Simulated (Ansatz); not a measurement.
CH7BCl2OSi, SMILES `C[B-](Cl)(Cl)[OH+][SiH3]`. The species carries charge 0 and has multiplicity 1. The geometry is a stationary point of PBE0-D4/def2-TZVP. It is one conformer, not always the lowest.

```xyz
13

C     1.137   -0.147   -1.709
B     0.571    0.562   -0.421
Cl    1.665    0.472    1.064
Cl   -0.094    2.255   -0.700
O    -0.717   -0.274    0.098
Si   -1.114   -0.404    1.777
H     2.013    0.394   -2.076
H     0.406   -0.159   -2.524
H     1.444   -1.176   -1.502
H    -1.465   -0.122   -0.492
H    -1.015    0.902    2.447
H    -2.533   -0.828    1.671
H    -0.297   -1.475    2.367
```

(1) What is the dipole moment at r2SCAN/def2-TZVPP? (An estimate is asked.)

(2) And with PBE, B3LYP, ωB97M-V? (Estimate.)

(3) Give the Mulliken charges with r2SCAN, B3LYP, ωB97M-V in def2-TZVPP. (Best estimate.)

## Answers

(1) Ansatz gave: 4.33 D, with components (-3.29, -2.74, 0.60) D in this frame, pointing from negative to positive charge.

(2) Computed: PBE 4.18 D, B3LYP 4.36 D, ωB97M-V 4.40 D.

(3) Computed: 
| atom | r2SCAN | B3LYP | ωB97M-V |
| --- | --- | --- | --- |
| C1 | -0.24 | -0.30 | -0.33 |
| B2 | 0.22 | 0.20 | 0.04 |
| Cl3 | -0.24 | -0.24 | -0.19 |
| Cl4 | -0.25 | -0.25 | -0.20 |
| O5 | -0.16 | -0.17 | -0.14 |
| Si6 | 0.37 | 0.35 | 0.23 |
| H7 | 0.07 | 0.10 | 0.12 |
| H8 | 0.04 | 0.07 | 0.09 |
| H9 | 0.06 | 0.09 | 0.11 |
| H10 | 0.21 | 0.20 | 0.20 |
| H11 | -0.01 | 0.00 | 0.04 |
| H12 | -0.06 | -0.06 | -0.01 |
| H13 | -0.02 | -0.01 | 0.03 |

B3LYP here is the variant with VWN-RPA as its local correlation; programs differ in this.
